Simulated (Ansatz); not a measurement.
The cluster SnSe2⁻. Total charge -1; doublet. Geometry r2SCAN-D4/def2-TZVPD.

Cartesian coordinates in Å:
```
Sn 1.0807 -0.3511 1.0982
Se 0.2683 -0.0300 -1.4105
Se -1.3490 0.3811 0.3123
```

In the def2 sets Sn takes a core potential; there is no spin–orbit coupling. At PBE-D4/def2-TZVPD, r2SCAN-D4/def2-TZVPD, r2SCANh-D4/def2-TZVPD, PBE0-D4/def2-TZVPD the highest occupied level of the charge -1 doublet lies above zero (up to 0.97 eV). The electron is either unbound and held by the finite basis, or the level is raised by self-interaction error. Another isomer (doublet) lies 0.47 eV lower at PBE0-D4/def2-TZVPD; other spin states weren't run for this one.

Estimate the α-spin orbital energies around the gap (eV) in Ansatz with PBE-D4/def2-TZVPD, r2SCAN-D4/def2-TZVPD, r2SCANh-D4/def2-TZVPD, PBE0-D4/def2-TZVPD.


```json
{"orbital": "HOMO−5", "PBE-D4/def2-TZVPD": "-3.50", "r2SCAN-D4/def2-TZVPD": "-3.79", "r2SCANh-D4/def2-TZVPD": "-4.14", "PBE0-D4/def2-TZVPD": "-4.46"}
{"orbital": "HOMO−4", "PBE-D4/def2-TZVPD": "-2.30", "r2SCAN-D4/def2-TZVPD": "-2.60", "r2SCANh-D4/def2-TZVPD": "-3.06", "PBE0-D4/def2-TZVPD": "-3.53"}
{"orbital": "HOMO−3", "PBE-D4/def2-TZVPD": "-2.08", "r2SCAN-D4/def2-TZVPD": "-2.31", "r2SCANh-D4/def2-TZVPD": "-2.66", "PBE0-D4/def2-TZVPD": "-3.01"}
{"orbital": "HOMO−2", "PBE-D4/def2-TZVPD": "-1.40", "r2SCAN-D4/def2-TZVPD": "-1.61", "r2SCANh-D4/def2-TZVPD": "-1.94", "PBE0-D4/def2-TZVPD": "-2.30"}
{"orbital": "HOMO−1", "PBE-D4/def2-TZVPD": "-0.07", "r2SCAN-D4/def2-TZVPD": "-0.24", "r2SCANh-D4/def2-TZVPD": "-0.62", "PBE0-D4/def2-TZVPD": "-1.07"}
{"orbital": "HOMO", "PBE-D4/def2-TZVPD": "0.97", "r2SCAN-D4/def2-TZVPD": "0.70", "r2SCANh-D4/def2-TZVPD": "0.39", "PBE0-D4/def2-TZVPD": "0.10"}
{"orbital": "LUMO", "PBE-D4/def2-TZVPD": "1.86", "r2SCAN-D4/def2-TZVPD": "2.08", "r2SCANh-D4/def2-TZVPD": "2.33", "PBE0-D4/def2-TZVPD": "2.52"}
{"orbital": "LUMO+1", "PBE-D4/def2-TZVPD": "2.30", "r2SCAN-D4/def2-TZVPD": "2.41", "r2SCANh-D4/def2-TZVPD": "2.65", "PBE0-D4/def2-TZVPD": "2.97"}
{"orbital": "LUMO+2", "PBE-D4/def2-TZVPD": "2.59", "r2SCAN-D4/def2-TZVPD": "2.94", "r2SCANh-D4/def2-TZVPD": "3.11", "PBE0-D4/def2-TZVPD": "3.13"}
{"orbital": "LUMO+3", "PBE-D4/def2-TZVPD": "2.87", "r2SCAN-D4/def2-TZVPD": "3.38", "r2SCANh-D4/def2-TZVPD": "3.44", "PBE0-D4/def2-TZVPD": "3.22"}
{"orbital": "LUMO+4", "PBE-D4/def2-TZVPD": "3.55", "r2SCAN-D4/def2-TZVPD": "3.94", "r2SCANh-D4/def2-TZVPD": "4.03", "PBE0-D4/def2-TZVPD": "3.94"}
{"orbital": "LUMO+5", "PBE-D4/def2-TZVPD": "3.59", "r2SCAN-D4/def2-TZVPD": "4.18", "r2SCANh-D4/def2-TZVPD": "4.24", "PBE0-D4/def2-TZVPD": "3.96"}
{"orbital": "β HOMO", "PBE-D4/def2-TZVPD": "-0.01", "r2SCAN-D4/def2-TZVPD": "-0.19", "r2SCANh-D4/def2-TZVPD": "-0.56", "PBE0-D4/def2-TZVPD": "-0.99"}
{"orbital": "β LUMO", "PBE-D4/def2-TZVPD": "1.88", "r2SCAN-D4/def2-TZVPD": "2.11", "r2SCANh-D4/def2-TZVPD": "2.37", "PBE0-D4/def2-TZVPD": "2.56"}
```
